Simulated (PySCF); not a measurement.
Ligands exchanged one at a time, B SH-H. Gas-phase values, no solvent. One relaxed conformer stands for each flexible species; it need not be the lowest. Strings in code marks are SMILES.

The brightest of the four lowest singlets (TDA) from two functionals at the same geometries (CAM-B3LYP-D3(BJ)/def2-TZVP), both in PySCF: PBE-D3(BJ)/def2-TZVP and CAM-B3LYP-D3(BJ)/def2-TZVP. Excitations are Tamm–Dancoff values on a coarser integration grid. The basis has no diffuse functions, so Rydberg states are missing or too high.

| species | PBE-D3(BJ)/def2-TZVP (eV) | CAM-B3LYP-D3(BJ)/def2-TZVP (eV) |
|---|---|---|
| 0 of 3 SH replaced by H (`SB(S)S`) | 5.69 | 6.21 |
| 1 of 3 SH replaced by H (`SBS` (H–S–B–S torsion 0°, S–B–S–H torsion 0°)) | 5.72 | 6.11 |
| 2 of 3 SH replaced by H (`BS` (H–B–S–H torsion 0°)) | 6.43 | 6.67 |

Over these rows, drawn at random from the members with no instability flagged (it was tested for open shells, ions and some series alone), PBE minus CAM-B3LYP-D3(BJ): mean -0.39 eV, from -0.52 eV to -0.24 eV.
